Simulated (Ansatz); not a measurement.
`O=[CH][GaH][SiH3]` + H–F → `O=[CH][GaH][F]` + SiH₄ at 600 K and 1 bar (cleavage of the Ga–Si bond).

Isolated molecules relaxed with PBE0-D4/def2-TZVP in Ansatz; ΔE leaves out vibrations. CBS: MP2 limit from def2 TZ/QZ plus the TZ coupled-cluster correction, frozen cores. This one scheme is used for every species. For Ga outer-core shells are correlated without core-valence functions, which leaves a few kJ/mol of doubt a bond. Scalar relativity is left out up to krypton. Each species was taken in one conformer, which may not be the lowest.

```tsv
species	CCSD(T)/CBS energy (Eh)	H − E (kJ/mol)	S (J/(mol·K))
`O=[CH][GaH][SiH3]`	-2329.19824	188.6	465.6
H–F	-100.39570	42.3	194.0
`O=[CH][GaH][F]`	-2138.15893	113.6	389.8
SiH₄	-291.46306	108.7	242.3
```

H − E and S are ideal-gas, rigid-rotor, harmonic terms from PBE0-D4/def2-TZVP, for one conformer and one mirror image of each species. 1 Eh = 2625.50 kJ/mol, R = 8.31446 J/(mol·K).

Question: By hand: ΔE, ΔH, ΔS and ΔG.

Answer: ΔE = (-2138.15893) + (-291.46306) − (-2329.19824) − (-100.39570) = -0.02805 Eh = -73.6 kJ/mol. Δ(H − E) = 113.6 + 108.7 − 188.6 − 42.3 = -8.6, so ΔH = -82.2 kJ/mol. ΔS = 389.8 + 242.3 − 465.6 − 194.0 = -27.5 J/(mol·K). ΔG = -82.2 − 600 × (-27.5)/1000 = -65.7 kJ/mol.

Question: By hand: the equilibrium constant, and the temperature at which ΔG would vanish if ΔH and ΔS stayed fixed.

Answer: log₁₀ K = −ΔG/(RT ln 10) = 5.7. ΔG = 0 at ΔH/ΔS = 2989 K, far beyond where these terms or the molecules hold.

ΔH outweighs TΔS. A doubt of 5 kJ/mol in ΔE shifts log₁₀ K by 0.4 here. Other conformers and mirror images would add mixing entropy, several J/(mol·K) or more a flexible species. Modes under 60 cm⁻¹, often nearly free rotors, make the harmonic entropy too high. These are equilibria of isolated gas molecules and say nothing of rates. Largest T1 diagnostic: 0.017 (customary marks: 0.02 for closed shells, 0.045 for open ones).
